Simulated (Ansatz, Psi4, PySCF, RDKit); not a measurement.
Dimer: H2O (SMILES O) (first 3 atoms) with CH3Cl (SMILES CCl); geometry from B3LYP-D3(BJ)/def2-TZVP, rigid monomers moved along the line of their centres of mass till H2···Cl5 is 2.24 Å.
(charge 0, multiplicity 1):
```xyz
8

O      0.14542     0.25791     0.11241
H     -0.43692     0.42195     0.86624
H     -0.41688    -0.13738    -0.56121
C      0.84355    -0.86989     2.91145
Cl    -0.77665    -0.08498     3.02167
H      1.15231    -0.83791     1.87133
H      1.52683    -0.31002     3.54194
H      0.74158    -1.89146     3.26359
```

Interaction energies are E(AB) − E(A) − E(B) at the monomers' geometry in the complex; basis-set methods are counterpoise corrected. Rows marked so take none. RDKit's UFF carries no charges.

Cores are frozen in the correlated methods. Rows in 6-31G* carry no dispersion term and start afresh at each structure (6-31G* with six Cartesian d functions). MP2/6-31G* freezes PySCF's default core.

Run with Ansatz (a program for electronic structure); Psi4 for SAPT; PySCF for 6-31G* rows, the dispersion terms; RDKit for the force fields. Each number belongs to the level named beside it.

```csv
level,interaction energy (kJ/mol)
UFF,58.9
HF/6-31G*,2.5
r2SCAN-D4/def2-TZVPPD,-13.1
B3LYP-D4/def2-TZVPPD,-10.9
PBE0-D3(BJ)/def2-TZVPPD,-12.9
wB97M-V/def2-TZVPPD,-11.4
MP2/6-31G* (no counterpoise),-13.4
MP2/aug-cc-pV(D+d)Z,-7.1
SAPT0/jun-cc-pV(D+d)Z,?
```

Problem. Fill in the missing entries.

Solution. 
- SAPT0/jun-cc-pV(D+d)Z, interaction energy (kJ/mol): -7.8
